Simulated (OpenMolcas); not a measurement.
Ag2+ (d9) in a complex was computed by CASSCF with the d shell active (OpenMolcas, ANO-RCC-VTZP on the metal). Its lowest spin-free states, and all those of the highest spin:

```tsv
2S+1	Degeneracy	E (cm-1)
2	2	0.0
2	3	3929
```

**Question.** Is the site octahedral, tetrahedral or cube-like, axial, or of lower symmetry?

**Answer.** The states with 2S+1 = 2 have orbital degeneracies 2, 3. Threefold states need a cubic site. For d9 at this spin an octahedron puts the twofold E below the threefold T2 and a tetrahedron or cube puts the threefold T2 below the twofold E, so the site is octahedral. The first gap at this spin, 3930 cm-1, is |10Dq| in ligand-field theory. The run had Ag2+ with 6 ligands (bromide) in octahedral coordination (Oh) at 2.99 Å. A charge of +0.667 e stands 2.4 Å behind each ligand. Ligand basis ANO-RCC-VDZP.

An orbital doublet at a regular site is open to a Jahn-Teller distortion, which this geometry leaves out. With metal d orbitals alone the field can be off either way by tens of per cent. Ligand-to-metal charge-transfer states are missing. The distance lies 5 % over the 2.85 Å that this model takes as the normal distance (a Shannon-type radius plus a fixed donor radius); by an R⁻⁵ law this alone changes a d-shell field by about -21 %. No measured value stands beside these numbers; the geometry was imposed, not optimised, and the real ion may take another.
